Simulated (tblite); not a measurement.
Compound: C3H7FGeSe.
SMILES with atom numbers: `[CH3:1][C@:2]1([F:3])[GeH2:4][CH2:5][Se:6]1` (hydrogens: H7, H8, H9 on C1; H10, H11 on Ge4; H12, H13 on C5)

Computed with GFN2-xTB (tblite), gas phase: L-BFGS steps from a force-field or distance-geometry start until the largest atomic force falls under 0.01 eV/Å.

At the end of the run (lengths in Å): C2–Ge4 2.012, C2–Se6 2.013, C5–Se6 1.988, Ge4–C5 1.987, Ge4–H11 1.507, C5–H13 1.089, Ge4–H10 1.508, Ge4–C5–Se6 93.6°, C1–C2–Ge4 123.5°, Ge4–C2–Se6 92.1°, C1–C2–F3 109.3°, C1–C2–Ge4–C5 -133°, C2–Ge4–C5–Se6 12°, Ge4–C5–Se6–C2 -12°, H7–C1–C2–F3 178°, H10–Ge4–C5–Se6 127°.

Problem. These geometries were met on the way; a selection of coordinates is given. Order them by energy above the end point, lowest first.
A. C2–Ge4 1.929, C2–Se6 1.965, C5–Se6 1.945, Ge4–C5 1.973, Ge4–H11 1.543, C5–H13 1.114, Ge4–H10 1.525, Ge4–C5–Se6 85.8°, C1–C2–Ge4 117.7°, Ge4–C2–Se6 86.5°, C1–C2–F3 114.3°, C1–C2–Ge4–C5 -146°, C2–Ge4–C5–Se6 30°, Ge4–C5–Se6–C2 -30°, H7–C1–C2–F3 -146°, H10–Ge4–C5–Se6 147°
B. C2–Ge4 2.013, C2–Se6 2.043, C5–Se6 1.998, Ge4–C5 1.949, Ge4–H11 1.498, C5–H13 1.088, Ge4–H10 1.504, Ge4–C5–Se6 92.9°, C1–C2–Ge4 122.8°, Ge4–C2–Se6 89.7°, C1–C2–F3 109.7°, C1–C2–Ge4–C5 -148°, C2–Ge4–C5–Se6 27°, Ge4–C5–Se6–C2 -27°, H7–C1–C2–F3 -148°, H10–Ge4–C5–Se6 144°
C. C2–Ge4 2.017, C2–Se6 2.009, C5–Se6 1.984, Ge4–C5 1.990, Ge4–H11 1.505, C5–H13 1.089, Ge4–H10 1.526, Ge4–C5–Se6 91.8°, C1–C2–Ge4 123.8°, Ge4–C2–Se6 90.3°, C1–C2–F3 110.0°, C1–C2–Ge4–C5 -148°, C2–Ge4–C5–Se6 24°, Ge4–C5–Se6–C2 -24°, H7–C1–C2–F3 -151°, H10–Ge4–C5–Se6 144°
D. C2–Ge4 2.006, C2–Se6 2.016, C5–Se6 1.997, Ge4–C5 1.960, Ge4–H11 1.507, C5–H13 1.085, Ge4–H10 1.486, Ge4–C5–Se6 89.5°, C1–C2–Ge4 120.1°, Ge4–C2–Se6 87.7°, C1–C2–F3 112.9°, C1–C2–Ge4–C5 -147°, C2–Ge4–C5–Se6 29°, Ge4–C5–Se6–C2 -29°, H7–C1–C2–F3 -147°, H10–Ge4–C5–Se6 145°
E. C2–Ge4 2.015, C2–Se6 2.016, C5–Se6 2.000, Ge4–C5 1.996, Ge4–H11 1.512, C5–H13 1.092, Ge4–H10 1.518, Ge4–C5–Se6 92.5°, C1–C2–Ge4 125.3°, Ge4–C2–Se6 91.5°, C1–C2–F3 108.8°, C1–C2–Ge4–C5 -146°, C2–Ge4–C5–Se6 22°, Ge4–C5–Se6–C2 -22°, H7–C1–C2–F3 -158°, H10–Ge4–C5–Se6 137°

Solution. E (0.057 eV), C (0.095 eV), B (0.154 eV), D (0.252 eV), A (0.497 eV).

```csv
step,E above end (eV),"rms distance from the end, all atoms (Å)",largest force (eV/Å),rms shift of all bonds from the end (Å)
21,0.057,0.237,0.228,0.005
10,0.095,0.312,0.222,0.006
5,0.154,0.333,0.418,0.014
2,0.252,0.346,0.621,0.012
0,0.497,0.354,2.080,0.033
```

Rows stand in the order of the answer.
